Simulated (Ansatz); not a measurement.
Steps of a relaxation of CH3ClMoS2, SMILES `[CH3][Mo](=[S])(=[S])[Cl]` with RKS PBE-D4/def2-SVP.

```sh
$ ansatz run in.yaml --threads 4 --pin off --events-out ev --progress --plain --max-ram 10444MiB
```

```yaml
crystal:
  periodic: [false, false, false]
  atoms:
    - {symbol: C, position_ang: [-0.955400, -0.263400, 0.715900]}
    - {symbol: Mo, position_ang: [0.767900, 0.088400, -0.584300]}
    - {symbol: S, position_ang: [2.220500, -1.217100, -0.043200]}
    - {symbol: S, position_ang: [0.333100, -0.230900, -2.547900]}
    - {symbol: Cl, position_ang: [1.559100, 2.340800, -0.347300]}
    - {symbol: H, position_ang: [-1.367000, -1.244300, 0.585800]}
    - {symbol: H, position_ang: [-0.700300, -0.036600, 1.767100]}
    - {symbol: H, position_ang: [-1.765600, 0.506000, 0.398200]}
basis:
  gaussian: {orbitals: def2-SVP}
hamiltonian: {xc: pbe, dispersion: d4}
relax: {f_tol: 0.03, max_steps: 200}
```

Positions (Å) and forces (eV/Å) along the path, 5 of 5 steps:

```xyz
8
step=1 energy=-37112.7496 eV
C    -0.955   -0.263    0.716   -0.031    2.125   -1.201
Mo    0.768    0.088   -0.584   -1.328    4.250    2.596
S     2.220   -1.217   -0.043    1.987   -2.028    0.886
S     0.333   -0.231   -2.548   -0.891   -0.632   -2.483
Cl    1.559    2.341   -0.347   -0.503   -1.447   -0.106
H    -1.367   -1.244    0.586   -0.476   -1.217    0.030
H    -0.700   -0.037    1.767    0.267   -0.195    0.105
H    -1.766    0.506    0.398    0.975   -0.857    0.174
8
step=2 energy=-37113.0869 eV
C    -0.929   -0.257    0.639    0.055    1.047   -0.153
Mo    0.769    0.240   -0.501    0.251   -2.834   -1.582
S     2.237   -1.275    0.086   -1.139    1.299   -0.335
S     0.143   -0.276   -2.546    0.508    0.623    1.780
Cl    1.540    2.325   -0.300    0.076    0.535    0.135
H    -1.358   -1.264    0.547    0.068   -0.284   -0.051
H    -0.600   -0.050    1.681   -0.089   -0.110    0.107
H    -1.709    0.500    0.339    0.270   -0.276    0.100
8
step=3 energy=-37113.2875 eV
C    -0.912   -0.230    0.643   -0.091    0.405   -0.057
Mo    0.765    0.174   -0.532    0.191   -0.370   -0.363
S     2.215   -1.260    0.097   -0.313    0.259   -0.143
S     0.140   -0.258   -2.529    0.144    0.070    0.478
Cl    1.500    2.303   -0.291   -0.042   -0.001    0.027
H    -1.314   -1.251    0.519   -0.010   -0.102    0.042
H    -0.611   -0.048    1.699   -0.020   -0.095   -0.015
H    -1.691    0.514    0.338    0.141   -0.165    0.032
8
step=4 energy=-37113.2993 eV
C    -0.907   -0.218    0.640   -0.048    0.056   -0.008
Mo    0.770    0.169   -0.538    0.025    0.075    0.021
S     2.198   -1.265    0.079    0.039   -0.058    0.033
S     0.149   -0.271   -2.512   -0.039   -0.015   -0.069
Cl    1.481    2.304   -0.277    0.002    0.018    0.003
H    -1.303   -1.245    0.519    0.001   -0.009    0.027
H    -0.611   -0.048    1.698    0.000   -0.033   -0.004
H    -1.686    0.516    0.334    0.021   -0.033   -0.003
8
step=5 energy=-37113.3000 eV
C    -0.907   -0.217    0.639   -0.014    0.020   -0.006
Mo    0.773    0.172   -0.539    0.011    0.014    0.004
S     2.197   -1.269    0.082    0.000   -0.011    0.004
S     0.144   -0.268   -2.513   -0.007   -0.004   -0.008
Cl    1.484    2.307   -0.276   -0.001    0.003    0.001
H    -1.299   -1.246    0.524    0.006   -0.004    0.008
H    -0.611   -0.046    1.697    0.004   -0.011    0.001
H    -1.688    0.511    0.330    0.001   -0.007   -0.005
```

It took 9.5 s on 4 threads of an Arm Neoverse V2 on a shared host, with 0.18 GiB of host memory at the peak.
